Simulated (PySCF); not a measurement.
## Worked example: oscillator strength and radiative lifetime

CH₄MgSSe, SMILES [Mg]([S]C)[SeH].

The structure is a stationary point at B3LYP-D3(BJ)/def2-SVP. The structure was generated by enumeration; whether it is a known compound was not checked. One conformer was computed; it need not be the lowest.

PySCF with TDDFT-B3LYP/def2-SVPD puts the first singlet state with f over 0.02 at 4.05 eV (vertical), with the transition dipole (-0.332, -0.490, -0.223) in atomic units.

Task: Find the oscillator strength, the wavelength and the radiative lifetime that this transition would have in vacuum if emission retraced absorption.

Result: 
|μ|² = 0.4001 au, so |μ| = 1.61 D. ΔE = 4.05/27.211 = 0.1488 hartree. f = (2/3) ΔE |μ|² = 0.040 (the program prints 0.040).
λ = 1239.84/4.05 = 306 nm; ν = 32665 cm⁻¹.
Einstein's coefficient A = 0.6670 ν² f s⁻¹ (ν in cm⁻¹) = 2.8e7 s⁻¹, so τ = 1/A = 35 ns. This state is S2; the lower singlet has f = 0.020. The figure is the radiative limit of this one transition; relaxation, internal conversion, crossing to triplets and a medium change what is measured.
